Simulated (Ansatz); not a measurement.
The molecule MgN-, multiplicity 3 (lowest of 2S+1 = 1, 3, 5 at CCSD(T)/def2-TZVPP on PBE0 minima; our sources give no spin for the ground state, which may be another).

Seven points along R, fitted to fifth degree in 1/R; most abundant isotopes. Runs in def2 and cc sets follow the lowest solution found near the PBE0 minimum.

Correlated levels freeze the inner cores; with def2 sets outer-core shells near the valence are correlated too.

Programs: Ansatz (an electronic-structure program) with Gaussian orbitals. Each number belongs to the level named beside it.

**Question.** What bond length and harmonic frequency does PBE/def2-TZVPP give?

**Answer.** r_e = 1.979 Å, ω_e = 552 cm⁻¹.

**Question.** What bond length and harmonic frequency does CCSD/def2-TZVPP give?

**Answer.** r_e = 2.114 Å, ω_e = 461 cm⁻¹.

**Question.** What bond length and harmonic frequency does CCSD(T)/def2-QZVPP give?

**Answer.** r_e = 2.101 Å, ω_e = 457 cm⁻¹.
